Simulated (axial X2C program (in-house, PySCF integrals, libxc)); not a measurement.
## SnC⁻: cheaper levels and CCSD(T), with spin–orbit coupling

Calculated with an axial X2C code built on PySCF integrals. Two-component (2c) means X2C with spin–orbit coupling and atomic mean-field two-electron Coulomb and Gaunt terms. Basis: Sn dyall-acv3z [12s13p10d5f1g], C dyall-av3z [8s7p3d2f] (cores contracted in-house); Gaussian nuclei, density fitting, unrestricted open shells. Masses: Sn 119.902 u, C 12.000 u.

State: Ω = 1/2 (⟨Sz⟩ = 0.50, ⟨Lz⟩ = 0.00 at HF); fragments Sn- + C for HF, CCSD, PBE50; Sn + C- for CCSD(T).

```json
{"level": "HF", "Re (Å)": "2.134", "ωe (cm⁻¹)": "485.9"}
{"level": "CCSD", "Re (Å)": "1.989", "ωe (cm⁻¹)": "651.5"}
{"level": "PBE50", "Re (Å)": "1.987", "ωe (cm⁻¹)": "608.0"}
```

Correlated methods: 9 electrons correlated (number of frozen shells: Sn 4 s, 3 p, 2 d; C 1 s), 293 virtual spin orbitals or spinors in MP2, 90 natural virtuals in coupled cluster.

CCSD(T), same Hamiltonian and basis:

Re = 1.976 Å, ωe = 694.6 cm⁻¹; T1 = 0.094 (Lee–Taylor normalisation).

(1) Give the differences from CCSD(T) in the columns below.

Occupations by symmetry block were frozen at the best pattern of an incomplete PBE0 search. De is not given where an atomic determinant may have missed its ground term or J level, or where the truncated virtual space spoils (T). Density functionals use the spin component along the axis (collinear). Coupled cluster ran in a truncated set of natural virtual spinors; the MP2 energy of the rest was added. (T) has no such correction and the atoms are truncated less, which lowers De at CCSD(T) by a hundredth of an eV or more. PBE0 can misorder states that lie within some tenths of an eV, so this need not be the ground state of the molecule. The nearest other 2c determinant of the search, Ω = 3/2, lies 0.23 eV up at the distance of the search. The functionals have no current-density term, which raises determinants with orbital currents, atoms included. The determinant is spin-polarised beyond a pure state at some levels (its spin-free form has ⟨S²⟩ too high), which makes Re and μ there less reliable. The T1 diagnostic is large, a sign of multireference character. With the outer-core shells frozen, correlated bond lengths of heavy atoms tend to come out a few hundredths of an ångström too long.

## Answers

(1) 

```csv
level,ΔRe (Å),Δωe (cm⁻¹)
HF,0.158,-209
CCSD,0.013,-43
PBE50,0.011,-87
```
